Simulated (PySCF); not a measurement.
## How good is the calculation?

Molfile (atoms numbered from 1):
```
C5H4FN
     RDKit          3D

 11 11  0  0  0  0  0  0  0  0999 V2000
   -0.0188    2.1207    0.4042 F   0  0  0  0  0  0  0  0  0  0  0  0
    0.0789    0.8186    0.1414 C   0  0  0  0  0  0  0  0  0  0  0  0
   -1.0591    0.0929   -0.1452 C   0  0  0  0  0  0  0  0  0  0  0  0
   -0.8922   -1.2581   -0.4104 C   0  0  0  0  0  0  0  0  0  0  0  0
    0.2818   -1.8795   -0.4033 N   0  0  0  0  0  0  0  0  0  0  0  0
    1.3540   -1.1475   -0.1227 C   0  0  0  0  0  0  0  0  0  0  0  0
    1.3170    0.2101    0.1590 C   0  0  0  0  0  0  0  0  0  0  0  0
   -2.0325    0.5653   -0.1600 H   0  0  0  0  0  0  0  0  0  0  0  0
   -1.7589   -1.8708   -0.6411 H   0  0  0  0  0  0  0  0  0  0  0  0
    2.3061   -1.6703   -0.1208 H   0  0  0  0  0  0  0  0  0  0  0  0
    2.2125    0.7747    0.3834 H   0  0  0  0  0  0  0  0  0  0  0  0
  1  2  1  0
  2  3  2  0
  3  4  1  0
  4  5  2  0
  5  6  1  0
  6  7  2  0
  7  2  1  0
  3  8  1  0
  4  9  1  0
  6 10  1  0
  7 11  1  0
M  END
```

No solvent, a single conformation, averaged over atoms made equivalent by symmetry, fast rotation or ring inversion, non-relativistic. Shielding tensors at B97-2/pcSseg-2 (GIAO); geometry: PBE0-D3(BJ)/def2-TZVP; PySCF 2.14.0 with density-fitted response routines.

Reference values: estimated from measurements, as parent shift plus tabulated substituent increment (solution, not stated per compound (mostly CDCl3 or CCl4); Pretsch, Buehlmann, Badertscher, Structure Determination of Organic Compounds, 4th ed. (2009)).
| atoms | quantity | reference | computed | computed, scaled |
| --- | --- | --- | --- | --- |
| C2 | δ 13C | 168.7 | 179.0 | 170.7 |
| C4/C6 | δ 13C | 152.5 | 160.6 | 152.9 |
| C3/C7 | δ 13C | 111.8 | 116.3 | 110.2 |
| H9/H10 | δ 1H | 8.52 | 8.89 | 8.48 |
| H8/H11 | δ 1H | 7.22 | 7.11 | 6.81 |

Computed shifts are σ(ref) − σ with the named reference compound (TMS for H and C) calculated as an isolated molecule at the same level. The measured values may be among those fitted. Scaled to experiment by linear calibration (H and C: mostly CDCl3 data, vs TMS): 13C: δ = 176.83 − 0.965σ (rms 2.0 ppm, 507 shifts, 2.1 ppm with the 1 outlier that the fit left out); 1H: δ = 29.81 − 0.938σ (rms 0.14 ppm, 293 shifts, 0.16 ppm with the 4 outliers that the fit left out). A few per cent of atoms miss by over 2 rms, more outside the fitted compound classes.

Question: How far are the unscaled 13C shifts from the references?

Answer: Mean signed difference +7.63 ppm, mean absolute 7.63 ppm over 3 comparisons; the largest is +10.3 ppm at C2 (aromatic carbon bearing fluorine).

Question: How far are the unscaled 1H shifts from the references?

Answer: Mean signed difference +0.13 ppm, mean absolute 0.24 ppm over 2 comparisons; the largest is +0.37 ppm at H9/H10 (hydrogen on an aromatic CH next to a ring nitrogen).
